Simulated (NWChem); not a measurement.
# Correlation energy of Al2

```
Al
Al 1 2.4822
```
Charge 0, spin multiplicity 3.

Everything below was run with NWChem. All single points use one geometry, from UPBE0/def2-SVP, a minimum by its harmonic frequencies.

Basis set: 6-31G*. Each correlation energy counts from its own Hartree-Fock reference.

The correlated methods keep 10 core orbitals frozen. The Pople sets run with spherical d functions. This spin state was chosen for the runs; another may lie lower. The structure started from a generated list of species. The unpaired electrons of the parent sit in orbitals of symmetry b2u and b3u (D2h labels of the run); other states weren't searched. No SCF solution was tested for a lower state. Open-shell Hartree-Fock references start from PBE0 orbitals. Coupled-cluster values serve here as a point of comparison, not as the truth.

Problem. For the correlation energy, CCSD[T] on ROHF gives -123.2 mHa and CCSD on UHF gives -112.1 mHa. What do CCSD(T) on UHF, CCSD[T] on UHF, CCSDT on ROHF give?

Solution. CCSD(T) on UHF: -118.9 mHa; CCSD[T] on UHF: -119.3 mHa; CCSDT on ROHF: -124.1 mHa.
